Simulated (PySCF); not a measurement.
Compound: C4H8OSi.
SMILES with atom numbers: `[CH2:1]=[C:2]1[CH2:3][C@@H:4]1[O:5][SiH3:6]` (hydrogens: H7, H8 on C1; H9, H10 on C3; H11 on C4; H12, H13, H14 on Si6)

Computed with PBE0-D3(BJ)/def2-SVP geometry optimisation, gas phase in PySCF 2.14.0.

**Question.** What internal coordinates does the optimisation give?

**Answer.** 
```csv
bond,length (bohr)
C1=C2,2.499
C2–C3,2.774
C3–C4,2.888
C4–O5,2.620
O5–Si6,3.160
C2–C4,2.758
C1–H7,2.067
C1–H8,2.067
C3–H9,2.072
C3–H10,2.072
C4–H11,2.081
Si6–H12,2.828
"Si6–H13, Si6–H14",2.818
```

Bonds in one row agree within 0.02 bohr and their mean is given. A selection of angles:
```csv
angle,degrees
C2–C1–H7,120.9
C2–C1–H8,121.3
H7–C1–H8,117.7
C1–C2–C3,148.9
C1–C2–C4,148.1
C3–C2–C4,62.9
C2–C3–C4,58.3
C2–C3–H9,120.5
C2–C3–H10,116.9
C4–C3–H9,118.6
C4–C3–H10,116.7
H9–C3–H10,114.5
C3–C4–O5,120.4
C3–C4–H11,116.0
O5–C4–H11,114.3
C2–C4–C3,58.8
C2–C4–O5,119.3
C2–C4–H11,117.1
C4–O5–Si6,121.9
O5–Si6–H12,110.4
O5–Si6–H13,111.0
O5–Si6–H14,106.1
H12–Si6–H13,108.5
```

Dihedral angles: C1–C2–C3–C4 -176° (antiperiplanar); C2–C3–C4–O5 108° (anticlinal); C3–C4–O5–Si6 81° (synclinal); C1–C2–C4–C3 176° (antiperiplanar).

The 4 C–C bonds span 1.323 Å (C1=C2, drawn double) to 1.528 Å (C3–C4, drawn single), a spread of 0.205 Å. O5 (silyl ether oxygen) is bent (angle 121.9°). Si6 (oxygen-bound silicon) is tetrahedral (angles from 106.1° to 111.0°). The 3-membered ring C2–C3–C4 has internal angles of 58.3° to 62.9°.

Point group: C1 (no symmetry element, even within 0.4 Å). No PBE0-D3(BJ)/def2-SVP frequencies stand behind this structure, so it isn't proved a minimum. The numbers are those of one conformer.
